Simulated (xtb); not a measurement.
F₆Mo, charge +1, doublet, at a GFN2-xTB geometry (such geometries of metal compounds can be far from the true shape) (the multiplicity is a formal guess), atoms displaced at random by about 0.02 Å a coordinate. Base run: GFN1-xTB run with xtb.

xtb was given this input:
```
$ xtb mol.xyz --gfn 1 --chrg 1 --uhf 1 --opt --json

# file mol.xyz
7

Mo     0.01619971     0.02403687    -0.04043834
F      1.00453871    -0.43165021    -1.34216239
F     -1.05232177     0.41853130     1.32610901
F     -1.09568731     0.75648484    -1.10462976
F     -0.88821161    -1.49886483    -0.16193314
F      0.88432217     1.51398369     0.20452092
F      1.12560894    -0.73068761     1.11255465
```

The base run was repeated with changes; each row names its change, and settings that it needs were set with it.

```json
[
 {"change": "base", "ΔE vs base (kcal/mol)": "0.000", "optimiser steps": "7"},
 {"change": "opt level = lax", "ΔE vs base (kcal/mol)": "0.002", "optimiser steps": "6"},
 {"change": "opt level = tight", "ΔE vs base (kcal/mol)": "-0.001", "optimiser steps": "9"},
 {"change": "opt level = loose", "ΔE vs base (kcal/mol)": "0.002", "optimiser steps": "6"},
 {"change": "engine = inertial", "ΔE vs base (kcal/mol)": "0.010", "optimiser steps": "-"},
 {"change": "opt level = crude", "ΔE vs base (kcal/mol)": "0.128", "optimiser steps": "4"},
 {"change": "opt level = vtight", "ΔE vs base (kcal/mol)": "-0.001", "optimiser steps": "10"},
 {"change": "engine = lbfgs", "ΔE vs base (kcal/mol)": "-0.001", "optimiser steps": "-"},
 {"change": "alpb = cs2", "ΔE vs base (kcal/mol)": "-35.28", "optimiser steps": "8"},
 {"change": "opt level = sloppy", "ΔE vs base (kcal/mol)": "0.002", "optimiser steps": "6"}
]
```
